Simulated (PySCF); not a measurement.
Compound: C2H14N2Si4.
Z-matrix (Å and degrees, PBE0-D3(BJ)/def2-SVP geometry), rows numbered from 1:
```
Si
N   1  1.7500
Si  2  1.7585  1  119.58
Si  2  1.7537  1  124.33  3   178.11
C   4  1.8904  2  114.30  1   -99.82
C   5  1.5412  4  109.30  2  -141.11
Si  6  1.8915  5  107.73  4    35.03
N   4  1.7414  2  108.72  1   151.41
H   1  1.4935  2  108.33  3   173.32
H   1  1.4959  2  110.96  3    53.37
H   1  1.4961  2  111.98  3   -66.87
H   3  1.4965  2  107.00  1    12.47
H   3  1.4945  2  112.66  1  -106.26
H   3  1.4939  2  111.40  1   131.33
H   4  1.4953  2  106.97  1    26.98
H   5  1.1045  4  106.08  2   -22.21
H   5  1.1023  4  112.51  2    93.46
H   6  1.1038  5  110.18  4   -81.17
H   6  1.1018  5  112.41  4   160.35
H   7  1.4967  6  113.40  5  -147.60
H   7  1.4992  6  112.86  5    90.21
H   8  1.0143  4  122.33  2   -57.37
```

The computed photoelectron lines, unassigned: C 1s: 289.98 (area 1), 290.12 (area 1) eV; N 1s: 403.51 (area 1), 403.87 (area 1) eV; Si 1s: 1846.47 (area 1), 1846.69 (area 1), 1846.77 (area 2) eV; Si 2p3/2: 106.62 (area 1), 106.71 (area 1), 106.90 (area 2) eV.

Theory: delta-SCF UKS SCAN, pcX-2 on the ionised atom, pcseg-1 elsewhere, spin-free X2C (PySCF). The structure is a single PBE0-D3(BJ)/def2-SVP conformer in the gas phase; no vibrational or solvent corrections.

Question: Assign the N 1s lines to atoms.

Answer: 403.51 eV: N2 (nitrogen bridging silicon atoms); 403.87 eV: N8 (nitrogen bridging silicon atoms). The listed N 1s values span 0.36 eV, from N2 (bonded to 3 Si) to N8 (bonded to H and 2 Si). Summing the Pauling electronegativity differences to the bonded atoms, each weighted by its formal bond order, gives -3.42 for the lowest site and -3.12 for the highest.

Bonded neighbours of each site: Si1/Si3: N and 3 H; N2: 3 Si; Si4: 2 N, C and H; C5: C, 2 H and Si; C6: C, 2 H and Si; Si7: N, C and 2 H; N8: H and 2 Si.

Question: Which effective nuclear charge Zeff reproduces each element's mean 1s value in the hydrogen-like formula E = 13.606 eV × Zeff²?

Answer: C (Z = 6): mean 290.1 eV, Zeff = 4.62, Z − Zeff = 1.38; N (Z = 7): mean 403.7 eV, Zeff = 5.45, Z − Zeff = 1.55; Si (Z = 14): mean 1846.7 eV, Zeff = 11.65, Z − Zeff = 2.35. Means run over the listed sites, weighted by atom count.

Topologically equivalent atoms share the value of their first member; where this conformer doesn't relate them by symmetry, their own values could differ. Spin–orbit coupling isn't in the SCF: each 2p doublet comes from a relaxed spin-free hole plus a matrix of the shell (mean-field spin–orbit coupling and the ground-state 2p splitting), with 2p3/2 averaged over its two sublevels. 2p1/2 minus 2p3/2 (ligand field included): Si 0.62 eV.
